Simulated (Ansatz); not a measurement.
C2H9InOSe, 14 atoms. The species carries charge 0 and has multiplicity 1. Correlated methods include outer-core shells of In, Se, which these sets cover unevenly. Scalar relativity is left out up to krypton. In: def2 effective core potential. The bonds changed during the relaxation, so this is another structure than the one it started from. All runs use 4 threads of an AMD EPYC 9R45 on a shared host. Correlated methods freeze the cores.

Task: How many basis functions does each run have, and how long does it take in Ansatz? RHF-MP2/def2-QZVPP energy; RKS BLYP-D4/def2-TZVPP energy; RKS PBE0-D4/def2-TZVP frequencies; RKS ωB97M-V/def2-SVP energy; RKS PBE0-D4/def2-QZVPP energy; RKS BHLYP-D4/def2-TZVPP energy; RKS PBE0-D4/def2-TZVP relaxation (63 steps); RHF-MP2/def2-TZVPP energy; RKS r2SCANh-D4/def2-TZVPP energy; RKS PBE0-D4/def2-SVP energy; RKS PBE-QIDH (frozen core)/def2-TZVPP energy; RHF-CCSD(T)/def2-SVP energy. (Best estimate.)

Result: Ansatz gave: Other jobs shared the machine, so times are rough.

| level | job | functions | wall time | peak host memory (GiB) |
| --- | --- | --- | --- | --- |
| RKS PBE0-D4/def2-SVP | energy | 145 | 1 s | 0.55 |
| RKS BLYP-D4/def2-TZVPP | energy | 317 | 1.6 s | 0.53 |
| RKS BHLYP-D4/def2-TZVPP | energy | 317 | 2.6 s | 1.3 |
| RKS ωB97M-V/def2-SVP | energy | 145 | 3.2 s | 0.64 |
| RHF-MP2/def2-TZVPP | energy | 317 | 3.2 s | 1.1 |
| RKS r2SCANh-D4/def2-TZVPP | energy | 317 | 3.6 s | 1.2 |
| RKS PBE-QIDH (frozen core)/def2-TZVPP | energy | 317 | 4.5 s | 1.1 |
| RKS PBE0-D4/def2-QZVPP | energy | 612 | 7.5 s | 2.9 |
| RHF-CCSD(T)/def2-SVP | energy | 145 | 12 s | 1.4 |
| RHF-MP2/def2-QZVPP | energy | 612 | 19 s | 5.3 |
| RKS PBE0-D4/def2-TZVP | relaxation (63 steps) | 245 | 2.5 min | 0.99 |
| RKS PBE0-D4/def2-TZVP | frequencies | 245 | 2.8 min | 0.96 |
